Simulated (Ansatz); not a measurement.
Start from `[CH3][GeH]([SiH3])[Cl]` and change one atom or group to get `[CH3][GeH]([NH2])[Cl]`.

Ansatz, PBE0-D4/def2-TZVP geometries, multiplicity 1. Each molecule was computed in one conformer, which needn't be the lowest.

Scalar relativity is left out up to krypton.

```
                                                                                  property  `[CH3][GeH]([SiH3])[Cl]`
                                                       HOMO–LUMO gap (PBE/def2-TZVPP) / eV                      5.49
                                                     HOMO–LUMO gap (B3LYP/def2-TZVPP) / eV                      7.11
                                                         HOMO energy (PBE/def2-TZVPP) / eV                     -6.73
ideal-gas entropy at 298 K and 1 bar (rigid rotor, harmonic PBE0-D4/def2-TZVP) / J/(mol·K)                       377
                                                        LUMO energy (PBE0/def2-TZVPP) / eV                     -0.38
                                                      HOMO–LUMO gap (PBE0/def2-TZVPP) / eV                      7.54
```

Question: Give the same properties after the change, and the shifts. (An estimate is asked.)

Answer: Computed: 
```
                                                                                  property  `[CH3][GeH]([NH2])[Cl]`  shift
                                                       HOMO–LUMO gap (PBE/def2-TZVPP) / eV                     5.96   0.47
                                                     HOMO–LUMO gap (B3LYP/def2-TZVPP) / eV                     7.75   0.64
                                                         HOMO energy (PBE/def2-TZVPP) / eV                    -6.31   0.42
ideal-gas entropy at 298 K and 1 bar (rigid rotor, harmonic PBE0-D4/def2-TZVP) / J/(mol·K)                      347    -30
                                                        LUMO energy (PBE0/def2-TZVPP) / eV                     0.60   0.98
                                                      HOMO–LUMO gap (PBE0/def2-TZVPP) / eV                     8.36   0.82
```

With PBE0 the HOMO rises by 0.17 eV and the LUMO rises by 0.98 eV, so the gap widens by about 0.81 eV. PBE moves the HOMO by 0.42 eV and ωB97M-V by -0.12 eV. The zero-point energy changes by 3.8 kJ/mol with -3 modes.

B3LYP here is the variant with VWN-RPA as its local correlation; programs differ in this.
